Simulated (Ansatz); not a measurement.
Consider the silylene formation by 1,1-elimination: `COCC[SiH3]` → `CCOC` + `[SiH2]`.

Calculated with Ansatz (gas phase, PBE0-D4/def2-TZVP geometries, no zero-point term in ΔE). CCSD(T)/CBS is the MP2 limit (def2-TZVPP, def2-QZVPP) plus CCSD(T) − MP2 in def2-TZVPP, frozen cores. This one scheme is used for every species. Functionals use def2-TZVPP. HSE06 is defined as in plane-wave codes. One conformer a species, not always the lowest.

```
             level  ΔE (kJ/mol)  difference from CCSD(T)/CBS
         revPBE-D4        226.8                         -1.0
           BLYP-D4        212.2                        -15.6
           PBE0-D4        238.8                         11.0
          HSE06-D4        238.5                         10.7
          BHLYP-D4        230.0                          2.2
           ωB97M-V        223.7                         -4.1
            B2PLYP        221.0                         -6.8
           r2SCAN0        245.5                         17.7
RPA@PBE/def2-TZVPP        204.1                        -23.7
     HF/def2-QZVPP        205.1                        -22.7
       CCSD(T)/CBS        227.8                            0
```

Largest T1 diagnostic among the species: 0.014.

Leaving LDA and LC-ωPBE aside and taking each functional with its dispersion term where it has one, the values, not all of them listed here, spread over 36.1 kJ/mol, from BLYP-D4 to r2SCAN0-D4. LDA lies +35.9 kJ/mol from PBE without D4. In def2-TZVPP, CCSD(T) changes the Hartree–Fock value by +16.9 kJ/mol (the triples alone add +5.0 kJ/mol) and MP2 by +36.8 kJ/mol. From PBE to PBE0 (25 % exact exchange), in def2-TZVPP and without D4, ΔE moves by +8.8 kJ/mol.

CCSD(T)/CBS has its own doubt, a few kJ/mol and more with outer-core shells, so smaller differences from it don't rank the levels.
